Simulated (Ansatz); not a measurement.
H3F3Ge2 (SMILES [F][Ge]([F])([F])[GeH3]), singlet, at a GFN2-xTB geometry, with bond 1-2 at 1.8 times its length; SC-NEVPT2/STO-3G, CASSCF(6,6) in Ansatz (a first-principles code).

The Ansatz input:
Ansatz 0.2 input:
```yaml
crystal:
  periodic: [false, false, false]
  atoms:
    - {symbol: F, position_ang: [2.32173258, -0.72238097, 2.55184407]}
    - {symbol: Ge, position_ang: [0.67843520, -0.02388492, -0.05103031]}
    - {symbol: F, position_ang: [1.50944452, 1.43452607, -0.55852090]}
    - {symbol: F, position_ang: [1.37118729, -1.18002892, -1.17286425]}
    - {symbol: Ge, position_ang: [-1.73219674, 0.06098354, 0.13029179]}
    - {symbol: H, position_ang: [-2.07727838, 1.29232318, 0.90588780]}
    - {symbol: H, position_ang: [-2.16885268, -1.17823422, 0.84478375]}
    - {symbol: H, position_ang: [-2.28158989, 0.11572532, -1.25967164]}
basis:
  gaussian:
    orbitals: STO-3G
magnetization: {spin_polarized: false}
correlation: {method: sc_nevpt2, electrons: all, active_space: {window: {electrons: 6, orbitals: 6}}}
```

What the program printed (banner, timings and long lists left out):

```
Functional definition: HF
616 factors; integrals over basis functions are off by at most 2.7e-5 eV
mean field evaluation 1: about -119697.5791 eV, gradient 2.8e1 eV
mean field evaluation 2: about -119697.6274 eV, gradient 2.8e1 eV
mean field evaluation 4: about -119694.1980 eV, gradient 2.2e1 eV
mean field evaluation 8: about -119706.2058 eV, gradient 2.2e0 eV
mean field evaluation 16: about -119706.7677 eV, gradient 8.5e-2 eV
mean field evaluation 32: about -119706.7480 eV, gradient 8.5e-1 eV
mean field -119706.76797532 eV, -4399.1425829314 hartree, gradient 1.8e-6 eV, S^2 0.000000; 1 other end points of the search recorded, 0 dependent functions left out; unrestricted orbitals would lower it
reference -119706.76797532 eV, -4399.1425829314 hartree; 47, 47 occupied and 7, 7 virtual orbitals, 616 factors
state -119713.10598783 eV, -4399.3755005950 hartree
state -119713.10598783 eV, -4399.3755005950 hartree; corrected -119714.89904049 eV, -4399.4413940648 hartree
Total energy: -119714.89904049 eV, -4399.4413940648 hartree
```
